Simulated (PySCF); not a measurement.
Hf(OH)(NH2)3 (H7HfN3O), SMILES [NH2][Hf]([OH])([NH2])[NH2], multiplicity 1. Heavy atoms are numbered as in [Hf:1]([OH:2])([NH2:4])([NH2:7])[NH2:10]. Hydrogens are named by the atom that carries them.

The structure is a stationary point at r2SCAN-D4/def2-SVP. The multiplicity is an assumed one; no other spin state was optimised. The structure was generated by enumeration; whether it is a known compound was not checked. The def2 effective core potentials stand for the cores of Hf; spin–orbit coupling is left out. One conformer was computed; it need not be the lowest.

These are HF/def2-TZVP (PySCF) values and carry that method's errors.

ESP charges are fitted to the potential on shells at 1.4 to 2.0 van der Waals radii. Atomic charges (e), one atom of each kind:

```
atom      Löwdin  Mulliken  ESP fit
--------  ------  --------  -------
Hf1         0.89      1.84     2.57
O2 (OH)    -0.41     -0.85    -1.25
H on O2     0.16      0.34     0.57
N4 (NH2)   -0.49     -0.93    -1.53
H on N4     0.14      0.25     0.46
```
